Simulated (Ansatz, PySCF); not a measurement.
Barrier from R1 to the saddle point P1, each structure at its B3LYP-D3(BJ)/def2-TZVP stationary point, reached from a drawn start; harmonic modes at that level show the others as minima.
R1, NH3 (SMILES N) (charge 0, multiplicity 1):
| atom | x (Å) | y (Å) | z (Å) |
|---|---|---|---|
| N | 0.0000 | 0.0000 | 0.2791 |
| H | 0.9428 | 0.0000 | -0.0930 |
| H | -0.4714 | 0.8165 | -0.0930 |
| H | -0.4714 | -0.8165 | -0.0930 |
P1, H3N, a first-order saddle point (one imaginary mode, 800i cm⁻¹) (charge 0, multiplicity 1, Z-matrix in Å and degrees):
```
N
H 1 0.9974
H 1 0.9974 2 120.00
H 1 0.9974 2 120.00 3 180.00
```

```csv
level,barrier height (kcal/mol),"minus CCSD(T)/CBS(cc-pVTZ, cc-pVQZ)"
HF/cc-pVTZ,5.32,-0.26
PBE-D3(BJ)/def2-TZVPP,5.19,-0.39
BLYP/def2-TZVPP,5.09,-0.48
BLYP-D4/def2-TZVPP,5.11,-0.47
r2SCAN-D3(BJ)/def2-TZVPP,5.16,-0.41
B3LYP/def2-TZVPP,4.77,-0.80
CAM-B3LYP-D3(BJ)/def2-TZVPP,4.29,-1.28
wB97X-V/def2-TZVPP,4.78,-0.79
MP2/cc-pVDZ,7.84,2.27
MP2/cc-pVTZ,5.88,0.31
CCSD/cc-pVTZ,6.13,0.56
CCSD(T)/cc-pVDZ,8.36,2.79
CCSD(T)/cc-pVTZ,6.31,0.73
"CCSD(T)/CBS(cc-pVTZ, cc-pVQZ)",5.57,0.00
```

 The comparison column counts from a level with limits of its own.

P less R. No zero-point or thermal terms. No path was followed down from the saddle.

Correlated levels freeze the cores. CBS(a, b) extrapolates the correlation energy as X⁻³ and adds the Hartree–Fock energy of set b.

The values were computed with Ansatz (a quantum-chemistry and plane-wave program); PySCF for the D3/D4 terms. All values are computed, each at the level named.
